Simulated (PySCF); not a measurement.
# Dipole moment and polarisability of `Cc1nc(F)c(Cl)[nH]1`

C₄H₄ClFN₂.
SMILES with atom numbers: `[CH3:1][c:2]1[n:3][c:4]([F:5])[c:6]([Cl:7])[nH:8]1` (hydrogens: H9, H10, H11 on C1; H12 on N8)

Structure used (GFN2-xTB), in Å, numbered top down from 1:
```xyz
12
C4H4ClFN2 angstrom
C     -1.942    0.076   -0.066
C     -0.467    0.191   -0.008
N      0.207    1.310    0.075
C      1.511    0.964    0.102
F      2.474    1.872    0.184
C      1.655   -0.397    0.035
Cl     3.009   -1.434    0.027
N      0.369   -0.882   -0.036
H     -2.368    1.073   -0.029
H     -2.253   -0.412   -0.988
H     -2.315   -0.506    0.775
H      0.121   -1.856   -0.098
```

Level: CAM-B3LYP/def2-SVPD (PySCF), static field, nuclei fixed, core orbitals frozen in the response. The polarisability tensor in these axes (au):

```
x   95.58 -7.84  1.21
y   -7.84 77.16  1.23
z    1.21  1.23 49.11
```

Problem. Diagonalise the tensor; give its mean and Δα, where Δα² is half the sum of the squared differences of the eigenvalues.

Solution. Principal values 49.00, 74.37 and 98.47 au; mean 73.95 au = 10.96 Å³ = 12.19 × 10⁻⁴⁰ C²·m²/J; Δα = 42.85 au (58 % of the mean).

Problem. What is the dipole moment, and where does it point?

Solution. (-2.79, -3.75, -0.30) D, 4.68 D in size, pointing from the negative to the positive side. Measured along this direction, the outermost atoms are F5 at the negative end and H10 and H11 at the positive end.

Problem. What are the principal values of the traceless quadrupole moment, Θ = ½Σq(3rr − r²1), about the centre of nuclear charge?

Solution. -5.66, -1.52, 7.18 D·Å. The values depend on the origin, since the dipole doesn't vanish. The electronic extent ⟨r²⟩ about the same centre is 1170 bohr², a root-mean-square distance of 2.19 Å for the 68 electrons.

Problem. Directions of the eigenvectors, and the extent of the frame along each?

Solution. Largest value along (0.94, -0.34, 0.01), where the nuclei span 5.91 Å; middle along (0.34, 0.94, 0.06), 4.32 Å; least along (-0.03, -0.05, 1.00), 1.77 Å. The response follows the extents in order.

Problem. What would n − 1 = 2πNα be for an ideal gas of these molecules at 273.15 K and 1 atm, electronic part alone?

Solution. N = p/kT = 2.6868 × 10¹⁹ cm⁻³, so n − 1 = 2π × N × 10.96 × 10⁻²⁴ cm³ = 1850 × 10⁻⁶ at long wavelengths.

Geometry: GFN2-xTB; no solvent, vibrations or thermal averaging.
